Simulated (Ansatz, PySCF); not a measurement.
The pair A = SiH4 (SMILES [SiH4]) (first 5 atoms), B = CH6Si (SMILES C[SiH3]); geometry from B3LYP-D3(BJ)/def2-TZVP.
(charge 0, multiplicity 1):
| atom | x (Å) | y (Å) | z (Å) |
|---|---|---|---|
| Si | 0.0159 | -0.3016 | 0.1916 |
| H | -1.1782 | -0.1975 | 1.0594 |
| H | -0.3660 | -0.0324 | -1.2129 |
| H | 0.5767 | -1.6682 | 0.2968 |
| H | 1.0314 | 0.6802 | 0.6308 |
| C | 0.8306 | -0.7578 | 4.0304 |
| Si | -0.3862 | 0.6489 | 4.2790 |
| H | 0.6484 | -1.2809 | 3.0905 |
| H | 0.7450 | -1.4867 | 4.8385 |
| H | 1.8570 | -0.3870 | 4.0174 |
| H | -0.2172 | 1.6848 | 3.2325 |
| H | -0.1710 | 1.2853 | 5.6018 |
| H | -1.7813 | 0.1495 | 4.2222 |

Frozen-core correlation. Rows in 6-31G* carry no dispersion term and start afresh at each structure (6-31G* with six Cartesian d functions).

The values were computed with Ansatz (Gaussian orbitals); PySCF for 6-31G* rows. Each number belongs to the level named beside it.

Total energies (hartree), monomers frozen at their geometry in the pair:

```tsv
structure	HF/aug-cc-pV(D+d)Z	B3LYP/6-31G*	MP2/aug-cc-pV(D+d)Z
AB	-621.5496479	-623.0930956	-621.9454024
A in the pair's basis	-291.2506322	-291.8839307	-291.3726311
B in the pair's basis	-330.3011145	-331.2110116	-330.5717240
A	-291.2503216	-291.8836375	-291.3718145
B	-330.3008530	-331.2107054	-330.5709159
```

**Question.** Work out the interaction energy without and with the counterpoise correction, and the superposition error, for each level.

**Answer.** 
E(AB) − E(A) − E(B), times 627.509 kcal/mol, with the monomers in their own basis and then in the pair's basis:
- HF/aug-cc-pV(D+d)Z: 0.96 uncorrected, 1.32 corrected; the monomers gain 0.36 kcal/mol from borrowed functions
- B3LYP/6-31G*: 0.78 uncorrected, 1.16 corrected; the monomers gain 0.38 kcal/mol from borrowed functions
- MP2/aug-cc-pV(D+d)Z: -1.68 uncorrected, -0.66 corrected; the monomers gain 1.02 kcal/mol from borrowed functions

Ansatz is an electronic-structure program.
